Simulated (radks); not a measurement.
The numbers below are computed, except where a source is named.
Coulomb parameter of the 4d shell of the silver ion Ag3+ in the model configuration [Kr] 4d6.5 5s1.5, as a second difference U = [E(n + 0.5) + E(n - 0.5) - 2 E(n)] / (0.5)^2 with all orbitals relaxed. "Bare": the charge of the atom changes with n. "Screened": the 5s shell takes up the change at fixed total charge, which measures U(4d,4d) + U(5s,5s) - 2 U(4d,5s). Level of theory: scalar-relativistic Kohn-Sham, PBE, spin-unpolarised, spherical densities, finite nucleus; Fermi nuclear charge, rms radius 4.5454 fm (a radial shooting solver on a logarithmic mesh with Libxc functionals).

case	configuration	E - E(n) (eV)
start	[Kr] 4d6.5 5s1.5	0.000
bare +0.5	[Kr] 4d7 5s1.5	-23.262
bare -0.5	[Kr] 4d6 5s1.5	27.271
screened +0.5	[Kr] 4d7 5s1	-7.724
screened -0.5	[Kr] 4d6 5s2	8.380

U(bare) = 16.035 eV, U(screened by 5s) = 2.621 eV, against the Slater integral F0(4d,4d) = 20.494 eV with frozen orbitals.
